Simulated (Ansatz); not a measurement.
Consider the ligand exchange at the Si–C bond: `N[C@@H](F)[Si@@H](O)F` + `O[SiH2]F` → `O[SiH](F)O[SiH2]F` + `NCF`.

Program: Ansatz. Geometries: PBE0-D4/def2-TZVP. ΔE: electronic, gas phase. CCSD(T)/CBS adds triple-zeta CCSD(T) − MP2 to the extrapolated MP2 energy (def2 sets, frozen cores). Functionals use def2-TZVPP. One conformer a species, not always the lowest.

CCSD(T)/CBS gives -157.7 kJ/mol.

**Question.** Another level gave -163.8 kJ/mol. Which?
A. SCS-MP2/def2-TZVPP
B. PBE-D4/def2-TZVPP
C. B2PLYP/def2-TZVPP
D. ωB97M-V/def2-TZVPP

**Answer.** A. SCS-MP2/def2-TZVPP -163.8, ωB97M-V -151.8, PBE-D4 -136.6, B2PLYP -159.3 kJ/mol.

Largest T1 diagnostic among the species: 0.012.

From PBE to PBE0 (25 % exact exchange), in def2-TZVPP and without D4, ΔE moves by −11.1 kJ/mol. In def2-TZVPP, CCSD(T) changes the Hartree–Fock value by +27.4 kJ/mol (the triples alone add +4.3 kJ/mol) and MP2 by +26.0 kJ/mol.
